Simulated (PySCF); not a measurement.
The same groups moved round the core (butadiene chloro+silyl). Gas-phase values, no solvent. One relaxed conformer stands for each flexible species; it need not be the lowest. Strings in code marks are SMILES.

The four lowest singlet excitations (Tamm–Dancoff). The numbers are results of CAM-B3LYP-D3(BJ)/def2-TZVP run with PySCF 2.14.0, not measurements. Excitations are Tamm–Dancoff values on a coarser integration grid. The basis has no diffuse functions, so Rydberg states are missing or too high.

```csv
state,energy (eV),wavelength (nm),oscillator strength
S1,5.79,214,0.861
S2,6.56,189,0.001
S3,6.65,186,0.001
S4,6.67,186,0.108
```

Problem. Which member gives these states?
(A) `C=C/C=C(\[SiH3])Cl` (C–C–C–C torsion 180°)
(B) `C=C/C(Cl)=C/[SiH3]` (C–C–C–Cl torsion 0°)
(C) `C=C([SiH3])/C=C/Cl` (Si–C–C–C torsion 0°)
(D) `C=C(Cl)/C=C\[SiH3]` (Cl–C–C–C torsion 0°)

Solution. B, `C=C/C(Cl)=C/[SiH3]` (C–C–C–Cl torsion 0°)
